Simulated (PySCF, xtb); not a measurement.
Si(I)(NH2) (H₂INSi), SMILES N[Si]I (connectivity only; charge and spin as stated), neutral, multiplicity 1. The values are those of a single conformer.

Harmonic wavenumbers (cm⁻¹) from GFN2-xTB run with xtb at its own minimum, in rising order: 200, 332, 339, 432, 758, 916, 1504, 3428, 3514.

### Question
What does B3LYP-D3(BJ)/def2-TZVP (PySCF) give at its own minimum? (An estimate is asked for; the answer gives what the named calculation found.)

### Answer
200, 314, 492, 549, 765, 863, 1572, 3526, 3626. Paired by order, the mean absolute difference is 70 cm⁻¹ and the zero-point energies are 16.3 and 17.0 kcal/mol.
